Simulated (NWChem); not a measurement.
Ca cation, doublet

All runs: NWChem. Spin-unrestricted. No stability test was run on the SCF state.

For level PBE/def2-TZVP:

```
Quantity                                                     Result
-----------------------------------------------------------  ------
highest occupied level (eV)                                   -9.32
lowest empty minus highest occupied level, either spin (eV)    1.12
```

### Question
How do the values read with level LC-wPBE (HJS exchange hole, range parameter 0.4 per bohr)/def2-TZVP instead?

### Answer
| Item | Value |
|---|---|
| highest occupied level (eV) | -11.71 |
| lowest empty minus highest occupied level, either spin (eV) | 5.99 |
